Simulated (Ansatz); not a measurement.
AlBH$_{4}$SSi, SMILES `[SiH3][B]1[AlH][S]1`. Charge 0, multiplicity 1.

```xyz
8

Si   -0.4729   -0.6889   -1.3595
B     0.0093    0.0948    0.4063
Al    1.0347    1.2359    1.7079
S    -0.6754   -0.1282    2.0497
H    -0.8200    0.4074   -2.3079
H     0.7063   -1.4092   -1.9184
H    -1.6187   -1.6398   -1.3039
H     1.8367    2.1279    2.7258
```

Q: List the harmonic frequencies (cm⁻¹, unscaled) at PBE0-D4/def2-TZVP in Ansatz. (Best estimate.)

A: Ansatz gave: 58, 130, 189, 317, 401, 420, 479, 543, 572, 730, 881, 931, 941, 1010, 1970, 2203, 2207, 2209.

Q: Is this a minimum?

A: Yes, all 18 modes are real.

Q: Give the ideal-gas thermochemistry at 298.15 K and 1 bar (rigid rotor, harmonic oscillator; point group Cs, symmetry number 1).

A: Zero-point energy 96.8 kJ/mol; H(298) − E = 117.2 kJ/mol; entropy 345.2 J/(mol·K), of which translation 166.5, rotation 114.3, vibration 64.4; G(298) − E = 14.3 kJ/mol. Modes under 100 cm⁻¹ are hindered rotations or soft bends, so the harmonic entropy is rough.
